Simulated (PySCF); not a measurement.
**How methods differ on the ionisation energy of Sn⁺**

Sn⁺ [Kr] 4d10 5s2 5p1 (2P) → Sn²⁺ [Kr] 4d10 5s2 (1S), as a difference of total energies. Computed with PySCF 2.14 in aug-cc-pVQZ-PP with ECP28MDF, with scalar relativity through the core potential. Correlated levels: valence: 4s2 4p6 4d10 frozen. The calculations carry no spin-orbit coupling.

```tsv
method	ionisation energy (eV)	error (eV)
UHF	13.755	-0.527
MP2 (valence)	13.989	-0.293
SCS-MP2 (valence)	13.981	-0.301
CCSD (valence)	14.044	-0.238
CCSD(T) (valence)	14.064	-0.218
```

Reference: 14.282 eV (measured; NIST levels, between the centres of gravity of the two terms).

Errors of the correlated levels include the incompleteness of this basis and the frozen core.
